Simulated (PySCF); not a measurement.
# Computed records: AlGeH8NSi

All values are calculated (PySCF 2.14.0). Calculation on a computer-drawn molecule: the log of a Hartree-Fock and frozen-core CCSD(T) single point meant for a local Hartree-Fock minimum, with one planted fault or none, to be diagnosed. Offsets are logged minus clean, where the clean run is the same molecule without the fault. The reference is restricted for singlets and unrestricted otherwise, and also for a bond in bohr or an excited solution. Adding or removing an electron swaps singlet and doublet. The excited solution moves the top pair (singlet) or top alpha electron (doublet) to the lowest empty orbital. Highest occupied and lowest empty are orbital energies over both spins, largest force is the largest gradient component, triples share is (T) over the correlation energy, the T1 limit is 0.02 restricted and 0.045 unrestricted, electrons count all cores, a negative frequency is imaginary (commonest isotopes), and the dipole is about the centre of nuclear charge; on germanium a core potential holds 10 electrons, which the energies leave out, and 3d is frozen in MP2 and coupled-cluster steps.

AlGeH8NSi

Logged structure:
```xyz
12
AlGeH8NSi
Si     1.0469    -0.3343     1.3867
N      0.5761     1.2690     0.9289
Al    -0.9646     2.1668     1.0478
Ge    -2.9921     1.0981     2.0550
H      2.1385    -0.3289     2.3913
H     -0.1358    -1.0069     1.9702
H      1.5240    -1.1249     0.2256
H      1.3288     1.7948     0.5098
H     -0.9559     3.6446     0.4865
H     -4.1842     2.0690     2.0848
H     -3.4425    -0.1429     1.2669
H     -2.7468     0.6414     3.5023
```

* meant charge: 0
* meant multiplicity: 1
* meant basis: cc-pV(D+d)Z
* meant basis and core potential on germanium: cc-pVDZ-PP ECP10MDF
* logged electrons: 73
* logged basis functions: 123
* logged SCF converged: yes
* logged spin squared: 0.7604
* logged highest occupied: -14.413 eV
* logged lowest empty: -6.7625 eV
* logged largest force: 0.08441 hartree/bohr
* logged T1 diagnostic: 0.026531
* logged D1 diagnostic: 0.16085
* logged triples share: 0.023828
* logged CC converged: yes
* logged dipole magnitude: 8.2847 debye
* logged SCF stable within its kind: yes
* logged energy HF: -883.08077 hartree
* logged energy CCSD(T): -883.55861 hartree
* possible faults: no fault, one electron removed, one electron added, multiplicity raised by two, geometry at a saddle point, SCF held on an excited solution, minimal basis STO-3G, one bond length entered in bohr, all coordinates scaled
* planted fault: one electron removed
* HF energy offset from clean run: 198.6 kcal/mol
* CCSD(T) energy offset from clean run: 223.4 kcal/mol

Drawn bonds:
```tsv
atom	other atom	order
1	2	1
2	3	1
3	4	1
1	5	1
1	6	1
1	7	1
2	8	1
3	9	1
4	10	1
4	11	1
4	12	1
```
